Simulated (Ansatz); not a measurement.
System: AlBr$_{3}$, net charge 0, singlet state. 
Geometry from a B3LYP-D3(BJ)/def2-TZVP (Ansatz, an electronic-structure program) optimisation:
```
Al
Br 1 2.2383
Br 1 2.2383 2 120.00
Br 1 2.2383 2 120.00 3 -180.00
```
Charge 0, spin multiplicity 1.

Property: vertical triplet-singlet gap (E(triplet) - E(singlet); each state is the SCF solution reached for its spin; the molecule has degenerate orbitals, so one determinant may break the symmetry; for the triplet the Hartree-Fock reference is unstable and T1 is 0.041), in kcal/mol. Cores are frozen in the correlated levels unless marked. Open shells are spin-unrestricted. Spin-orbit coupling is left out. The frozen core is the preceding noble-gas configuration, with the filled d and f shells of earlier blocks. Non-relativistic.  The program attaches cautions to a run behind CCSD/def2-SVPD: other roots. The program attaches cautions to a run behind CCSD/def2-TZVPPD: other roots. The program attaches cautions to a run behind CCSD(T)/def2-SVPD: other roots. The program attaches cautions to a run behind CCSD(T)/def2-TZVPPD: other roots.

```csv
level,program,vertical triplet-singlet gap (kcal/mol)
RI-HF/def2-TZVPPD,Ansatz,138.0
RI-HF/def2-QZVPPD,Ansatz,137.5
SVWN5/def2-TZVPD,Ansatz,110.9
PBE/def2-TZVPD,Ansatz,110.5
r2SCAN/def2-TZVPD,Ansatz,120.3
B3LYP/def2-TZVPD,Ansatz,120.7
PBE0/def2-TZVPD,Ansatz,124.2
BHLYP/def2-TZVPD,Ansatz,136.4
CAM-B3LYP/def2-TZVPD,Ansatz,133.0
wB97M-V/def2-TZVPD,Ansatz,138.5
wB97X-V/def2-TZVPD,Ansatz,143.7
B2PLYP/def2-TZVPD,Ansatz,130.2
RI-MP2/def2-TZVPPD,Ansatz,151.1
RI-MP2/def2-QZVPPD,Ansatz,152.2
CCSD/def2-SVPD,Ansatz,143.6
CCSD/def2-TZVPPD,Ansatz,144.3
CCSD(T)/def2-SVPD,Ansatz,138.8
CCSD(T)/def2-TZVPPD,Ansatz,139.8
```
